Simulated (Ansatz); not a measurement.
Two isomers of C2H5NSi: A = `CC1=N[SiH2]1`, B = `C1=NC[SiH2]1`.

Program: Ansatz. Geometries: PBE0-D4/def2-TZVP. ΔE: electronic, gas phase. CBS: MP2 limit from def2 TZ/QZ plus the TZ coupled-cluster correction, frozen cores. DFT in def2-TZVPP. B3LYP here is the variant with VWN-RPA as its local correlation; programs differ in this.

A:

```xyz
9

C     0.400   -1.188   -0.844
C     0.057    0.086   -0.179
N     0.108    1.293   -0.588
Si   -0.493    1.207    1.097
H     1.176   -1.706   -0.275
H    -0.474   -1.844   -0.862
H     0.748   -1.007   -1.863
H     0.402    1.673    2.177
H    -1.924    1.486    1.338
```

B:

```xyz
9

C     0.815   -0.943   -0.453
N    -0.023   -0.478   -1.306
C    -0.801    0.543   -0.554
Si    0.250    0.135    0.971
H     1.525   -1.720   -0.734
H    -0.697    1.528   -1.014
H    -1.863    0.289   -0.540
H     1.193    1.165    1.491
H    -0.399   -0.521    2.140
```

**Question.** Which is lower in electronic energy at CCSD(T)/CBS, and by how much? (An estimate is asked.)

**Answer.** Ansatz gave: A, by 5.7 kcal/mol.

**Question.** Give E(B) − E(A) in kcal/mol with HF/def2-TZVPP, BLYP-D4, B2PLYP, r2SCAN-D4, PBE-D4, LDA (SPW92), B3LYP-D4. (Best estimate.)

**Answer.** The calculation gave: HF/def2-TZVPP 5.6, BLYP-D4 7.3, B2PLYP 7.2, r2SCAN-D4 8.2, PBE-D4 6.6, LDA (SPW92) 5.7, B3LYP-D4 6.7. None reverses the order clearly.

**Question.** Does the order hold for the free energy at 298.15 K (harmonic terms from PBE0-D4)? (Estimate.)

**Answer.** The calculation gave: Yes: G(B) − G(A) = +6.4 kcal/mol.

Largest T1 diagnostic: 0.015.

From r2SCAN to r2SCAN0 (25 % exact exchange), in def2-TZVPP and without D4, E(B) − E(A) moves by −0.9 kcal/mol. Leaving LDA and LC-ωPBE aside and taking each functional with its dispersion term where it has one, the values, not all of them listed here, spread over 3.7 kcal/mol, from ωB97X-V to B97M-V. LDA lies −1.1 kcal/mol from PBE without D4.
